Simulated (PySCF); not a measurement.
## C3H10PSi2: g tensor and hyperfine couplings

Compound: C3H10PSi2 (doublet state).
Z-matrix (Å and degrees, GFN2-xTB geometry), rows numbered from 1:
```
C 
C   1  1.3214
C   2  1.4831  1  124.87
Si  3  1.9289  2  108.93  1  -103.81
Si  4  2.2935  3  108.02  2  -172.17
P   4  2.2532  3  105.38  2   -50.26
H   1  1.0785  2  121.49  3    -2.85
H   1  1.0764  2  122.17  3   177.83
H   2  1.0847  1  120.12  3  -176.84
H   3  1.0896  2  110.64  1    16.59
H   3  1.0912  2  110.01  1   135.74
H   4  1.4840  3  105.03  2    56.37
H   5  1.4672  4  119.50  3   154.88
H   5  1.4656  4  119.80  3   -72.42
H   6  1.3813  4   95.16  3  -161.13
H   6  1.3827  4   95.46  3   -68.55
```

The hyperfine couplings belong to this conformer and change with its torsions.

As a line formula: `C=CC[Si@@H]([SiH2])P` [radical].

The calculation used UKS B3LYP, pcH-1 on C H P Si, non-relativistic, mean-field spin-orbit, GIAO (PySCF 2.14.0). One conformer (not necessarily the lowest) at the GFN2-xTB geometry, without solvent, vibrations or thermal averaging. Couplings are sensitive to structure, and on GFN2-xTB geometries they can be far from those on DFT ones, by a factor of two or more for some ions and for spin on atoms past the first row. No stability test was run, so a lower SCF solution isn't excluded.

```json
{
 "g1, g2, g3": "2.00214, 2.00469, 2.00579",
 "g_iso": "2.00421",
 "Form of g": "rhombic: the two nearest values differ by 30 % of g3 − g1",
 "⟨S²⟩": "0.7525 (exact 0.7500)",
 "α and β electrons": "36, 35",
 "Total energy": "-1040.65506 Eh"
}
```

Hyperfine couplings atom by atom, in mT; T1 to T3 are the principal values of the dipolar part (MHz turned into mT with g_iso):

```json
{"atom": "C1", "isotope": "13C", "a_iso": "0.02", "of which spin–orbit": "0.00", "T1": "-0.02", "T2": "0.00", "T3": "0.02", "Mulliken spin population": "0.00"}
{"atom": "C2", "isotope": "13C", "a_iso": "-0.01", "of which spin–orbit": "0.00", "T1": "-0.01", "T2": "0.00", "T3": "0.01", "Mulliken spin population": "0.00"}
{"atom": "C3", "isotope": "13C", "a_iso": "0.21", "of which spin–orbit": "0.00", "T1": "-0.03", "T2": "-0.02", "T3": "0.04", "Mulliken spin population": "0.00"}
{"atom": "Si4", "isotope": "29Si", "a_iso": "-0.68", "of which spin–orbit": "0.00", "T1": "-0.24", "T2": "0.05", "T3": "0.19", "Mulliken spin population": "0.02"}
{"atom": "Si5", "isotope": "29Si", "a_iso": "-11.80", "of which spin–orbit": "0.03", "T1": "-6.26", "T2": "3.10", "T3": "3.15", "Mulliken spin population": "0.99"}
{"atom": "P6", "isotope": "31P", "a_iso": "0.08", "of which spin–orbit": "0.00", "T1": "-0.12", "T2": "0.03", "T3": "0.09", "Mulliken spin population": "0.00"}
{"atom": "H7", "isotope": "1H", "a_iso": "0.01", "of which spin–orbit": "0.00", "T1": "-0.02", "T2": "-0.01", "T3": "0.03", "Mulliken spin population": "0.00"}
{"atom": "H8", "isotope": "1H", "a_iso": "0.01", "of which spin–orbit": "0.00", "T1": "-0.01", "T2": "-0.01", "T3": "0.02", "Mulliken spin population": "0.00"}
{"atom": "H9", "isotope": "1H", "a_iso": "0.00", "of which spin–orbit": "0.00", "T1": "-0.02", "T2": "-0.02", "T3": "0.04", "Mulliken spin population": "0.00"}
{"atom": "H10", "isotope": "1H", "a_iso": "0.01", "of which spin–orbit": "0.00", "T1": "-0.05", "T2": "-0.04", "T3": "0.10", "Mulliken spin population": "0.00"}
{"atom": "H11", "isotope": "1H", "a_iso": "0.02", "of which spin–orbit": "0.00", "T1": "-0.08", "T2": "-0.04", "T3": "0.13", "Mulliken spin population": "0.00"}
{"atom": "H12", "isotope": "1H", "a_iso": "2.44", "of which spin–orbit": "0.00", "T1": "-0.08", "T2": "-0.01", "T3": "0.09", "Mulliken spin population": "0.03"}
{"atom": "H13", "isotope": "1H", "a_iso": "-0.10", "of which spin–orbit": "0.00", "T1": "-0.37", "T2": "0.08", "T3": "0.29", "Mulliken spin population": "-0.02"}
{"atom": "H14", "isotope": "1H", "a_iso": "-0.13", "of which spin–orbit": "0.00", "T1": "-0.37", "T2": "0.08", "T3": "0.29", "Mulliken spin population": "-0.02"}
{"atom": "H15", "isotope": "1H", "a_iso": "0.03", "of which spin–orbit": "0.00", "T1": "-0.05", "T2": "-0.04", "T3": "0.09", "Mulliken spin population": "0.00"}
{"atom": "H16", "isotope": "1H", "a_iso": "-0.03", "of which spin–orbit": "0.00", "T1": "-0.06", "T2": "-0.05", "T3": "0.11", "Mulliken spin population": "0.00"}
```

The largest Mulliken spin population is on Si5 (+0.99). The angles at Si5 add up to 344.8°, so it is pyramidal.

Axes: g2 points within 8° of the Si4–Si5 bond.

Under fast tumbling the dipolar parts average out, and these isotropic splittings remain: 1 × 1H (H12, I = 1/2, 2 lines) with 2.44 mT, 2 × 1H (H13/H14, I = 1/2, 3 lines) with 0.12 mT and 1 × 31P (P6, I = 1/2, 2 lines) with 0.08 mT.

Nuclei that the bonding pattern makes equivalent are averaged, as if the motion that swaps them (rotation, inversion, ring flip) were fast.

The 13C coupling of C3 (5.8 MHz) shows only in satellite lines or after enrichment, since that isotope makes up about 1.07 % of natural carbon.

The 29Si coupling of Si5 (-331.1 MHz) shows only in satellite lines or after enrichment, since that isotope makes up about 4.7 % of natural silicon.
